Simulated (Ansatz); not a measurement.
Species: disulfane, H2S2 (charge 0, singlet). 
Geometry from a B3LYP-D3(BJ)/def2-TZVP (Ansatz, a program for electronic structure) optimisation:
SMILES: SS
```xyz
4

S     -0.9222     0.0561     0.4718
S      0.9228     0.0543    -0.4709
H     -1.5351    -0.8736    -0.2871
H      1.5259    -0.8942     0.2724
```

Quantity: atomisation energy (electronic, to ground-state atoms), in kJ/mol. Cores are frozen in the correlated levels unless marked. Open shells are spin-unrestricted. No spin-orbit coupling. Non-relativistic. The coupled-cluster limit lacks core correlation, which all-electron functionals hold. Basis-set limits of correlation are two-point, X^-3; Hartree-Fock from the larger set.

| level | program | atomisation energy (kJ/mol) |
|---|---|---|
| revPBE-D3(BJ)/def2-TZVPD | Ansatz + dftd3 | 1010.0 |
| wB97M-V/def2-TZVPD | Ansatz | 1026.6 |
| B2PLYP-D3(BJ)/def2-TZVPD | Ansatz + dftd3 | 988.8 |
| MP2/STO-3G | Ansatz | 906.7 |
| MP2/aug-cc-pV(T+d)Z | Ansatz | 983.4 |
| MP2/cc-pV(Q+d)Z | Ansatz | 999.8 |

**Question.** Predict the CCSD(T)/CBS(def2-TZVPPD,def2-QZVPPD) result (Ansatz).

**Answer.** 1013.7 kJ/mol
